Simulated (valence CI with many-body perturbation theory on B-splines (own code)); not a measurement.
**Energy levels of Ho LXII**

Method: relativistic CI+MBPT: four valence electrons over a frozen Dirac-Fock core [He], a basis of 9 s, 9 p, 8 d, 6 f, 3 g, 1 h functions for each j, with the one-electron correlation potential Σ1 (screened to all orders), the two-electron term Σ2, the three-electron term Σ3, Breit, model QED; selected single and double excitations, second order for the rest, scaled by the run's own slope (own B-spline code, finite nucleus).

No measured spectrum was set against this ion. As an estimate, large intervals hold to a few tenths of a per cent, small ones and those within an open d or f shell to about a per cent.

Levels 1 to 40 of 40, with energies above the lowest level, (2s^2 2p1/2^2) J=0. "Leading %" is the weight of the configuration and term that name the level; weights of strongly mixed levels are sums over their largest components and can fall short, so below about 35 % the name and the second component can differ from the true leading terms, or belong to a minority configuration. In the jj column 3d3/2^4 stands for four electrons in 3d with j = 3/2. Lifetimes count E1, E2, E3, M1 and M2 decay at the calculated energies, and are blank where another channel may lead or the interval is too uncertain; long ones can be off by a factor of two.

| No. | Configuration | Term | J | E (× 10³ cm⁻¹) | Leading % | Lifetime | Leading jj | Second component |
| --- | --- | --- | --- | --- | --- | --- | --- | --- |
| 1 | 2s2.2p2 | 3P | 0 | 0.00 | 69 |  | 2s^2 2p1/2^2 (100 %) | 31 % 2s2.2p2 1S |
| 2 | 2s2.2p2 | 3P | 1 | 7195.6 | 100 | 225 ps | 2s^2 2p1/2 2p3/2 (100 %) |  |
| 3 | 2s2.2p2 | 1D | 2 | 7339.1 | 65 | 65.8 ns | 2s^2 2p1/2 2p3/2 (100 %) | 35 % 2s2.2p2 3P |
| 4 | 2s.2p3 | 3P° | 2 | 9272.9 | 48 | 39.3 ps | 2s 2p1/2^2 2p3/2 (100 %) | 28 % 2s.2p3 5S° |
| 5 | 2s.2p3 | 3D° | 1 | 9900.4 | 32 | 201 fs | 2s 2p1/2^2 2p3/2 (100 %) | 30 % 2s.2p3 1P° |
| 6 | 2s2.2p2 | 3P | 2 | 14688 | 64 | 51.3 ps | 2s^2 2p3/2^2 (99 %) | 35 % 2s2.2p2 1D |
| 7 | 2s2.2p2 | 1S | 0 | 15128 | 68 | 44.0 ps | 2s^2 2p3/2^2 (99 %) | 31 % 2s2.2p2 3P |
| 8 | 2s.2p3 | 5S° | 2 | 16266 | 50 | 892 fs | 2s 2p1/2 2p3/2^2 (100 %) | 46 % 2s.2p3 3D° |
| 9 | 2s.2p3 | 3D° | 3 | 16605 | 100 | 940 fs | 2s 2p1/2 2p3/2^2 (100 %) |  |
| 10 | 2s.2p3 | 3P° | 0 | 17030 | 100 | 254 fs | 2s 2p1/2 2p3/2^2 (100 %) |  |
| 11 | 2s.2p3 | 3S° | 1 | 17192 | 51 | 130 fs | 2s 2p1/2 2p3/2^2 (100 %) | 43 % 2s.2p3 3D° |
| 12 | 2s.2p3 | 1D° | 2 | 17272 | 74 | 133 fs | 2s 2p1/2 2p3/2^2 (100 %) | 21 % 2s.2p3 3D° |
| 13 | 2s.2p3 | 3P° | 1 | 17301 | 62 | 214 fs | 2s 2p1/2 2p3/2^2 (100 %) | 32 % 2s.2p3 1P° |
| 14 | 2p4 | 3P | 2 | 19474 | 68 | 140 fs | 2p1/2^2 2p3/2^2 (99 %) | 31 % 2p4 1D |
| 15 | 2p4 | 1S | 0 | 19940 | 64 | 123 fs | 2p1/2^2 2p3/2^2 (99 %) | 36 % 2p4 3P |
| 16 | 2s.2p3 | 3P° | 2 | 24200 | 51 | 268 fs | 2s 2p3/2^3 (100 %) | 18 % 2s.2p3 5S° |
| 17 | 2s.2p3 | 1P° | 1 | 24809 | 37 | 105 fs | 2s 2p3/2^3 (100 %) | 24 % 2s.2p3 3S° |
| 18 | 2p4 | 3P | 1 | 26777 | 100 | 88.1 fs | 2p1/2 2p3/2^3 (100 %) |  |
| 19 | 2p4 | 1D | 2 | 26923 | 68 | 92.0 fs | 2p1/2 2p3/2^3 (100 %) | 32 % 2p4 3P |
| 20 | 2p4 | 3P | 0 | 34468 | 64 | 66.5 fs | 2p3/2^4 (100 %) | 36 % 2p4 1S |
| 21 | 2s2.2p.3s | 3P° | 0 | 66547 | 99 | 7.15 fs | 2s^2 2p1/2 3s (99 %) |  |
| 22 | 2s2.2p.3s | 3P° | 1 | 66574 | 67 | 5.78 fs | 2s^2 2p1/2 3s (100 %) | 33 % 2s2.2p.3s 1P° |
| 23 | 2s2.2p.3p | 3D | 1 | 67164 | 74 | 492 fs | 2s^2 2p1/2 3p1/2 (100 %) | 22 % 2s2.2p.3p 1P |
| 24 | 2s2.2p.3p | 3P | 0 | 67496 | 68 | 230 fs | 2s^2 2p1/2 3p1/2 (99 %) | 32 % 2s2.2p.3p 1S |
| 25 | 2s.2p2.3s | 5P | 1 | 68421 | 42 | 7.30 fs | 2s 2p1/2^2 3s (97 %) | 30 % 2s.2p2.3s 3S |
| 26 | 2s.2p2.3s | 3P | 0 | 68701 | 69 | 7.79 fs | 2s 2p1/2^2 3s (99 %) | 31 % 2s.2p2.3s 1S |
| 27 | 2s.2p2.3p | 3P° | 1 | 69102 | 33 | 2.57 fs | 2s 2p1/2^2 3p1/2 (98 %) | 22 % 2s.2p2.3p 5D° |
| 28 | 2s.2p2.3p | 3P° | 0 | 69108 | 51 | 230 fs | 2s 2p1/2^2 3p1/2 (99 %) | 43 % 2s.2p2.3p 5D° |
| 29 | 2s2.2p.3p | 3D | 2 | 69455 | 52 | 333 fs | 2s^2 2p1/2 3p3/2 (100 %) | 31 % 2s2.2p.3p 1D |
| 30 | 2s2.2p.3p | 3P | 1 | 69471 | 47 | 238 fs | 2s^2 2p1/2 3p3/2 (98 %) | 30 % 2s2.2p.3p 3S |
| 31 | 2s2.2p.3d | 3F° | 2 | 69927 | 75 | 5.66 fs | 2s^2 2p1/2 3d3/2 (100 %) | 20 % 2s2.2p.3d 1D° |
| 32 | 2s2.2p.3d | 3D° | 1 | 70128 | 50 | 734 as | 2s^2 2p1/2 3d3/2 (99 %) | 32 % 2s2.2p.3d 1P° |
| 33 | 2s2.2p.3d | 3P° | 2 | 70608 | 47 | 978 as | 2s^2 2p1/2 3d5/2 (98 %) | 35 % 2s2.2p.3d 3D° |
| 34 | 2s2.2p.3d | 3F° | 3 | 70639 | 46 | 1.01 fs | 2s^2 2p1/2 3d5/2 (100 %) | 31 % 2s2.2p.3d 1F° |
| 35 | 2s.2p2.3p | 3P° | 2 | 71357 | 35 | 49.9 fs | 2s 2p1/2^2 3p3/2 (98 %) | 20 % 2s.2p2.3p 5P° |
| 36 | 2s.2p2.3p | 3D° | 1 | 71397 | 32 | 2.71 fs | 2s 2p1/2^2 3p3/2 (99 %) | 21 % 2s.2p2.3p 1P° |
| 37 | 2s.2p2.3d | 3D | 1 | 71823 | 46 | 6.54 fs | 2s 2p1/2^2 3d3/2 (99 %) | 36 % 2s.2p2.3d 5F |
| 38 | 2s.2p2.3d | 3D | 2 | 71869 | 30 | 5.11 fs | 2s 2p1/2^2 3d3/2 (98 %) | 18 % 2s.2p2.3d 5F |
| 39 | 2s.2p2.3d | 3D | 3 | 72483 | 37 | 1.02 fs | 2s 2p1/2^2 3d5/2 (99 %) | 18 % 2s.2p2.3d 5D |
| 40 | 2s.2p2.3d | 3F | 2 | 72616 | 28 | 1.05 fs | 2s 2p1/2^2 3d5/2 (98 %) | 22 % 2s.2p2.3d 1D |

The ionisation energy to 2s2.2p 2P°_1/2 of the next ion comes out as 14641 eV (NIST: 14639 ± 12 eV (theoretical)). All 40 levels together are meant to be complete up to 72724 × 10³ cm⁻¹.
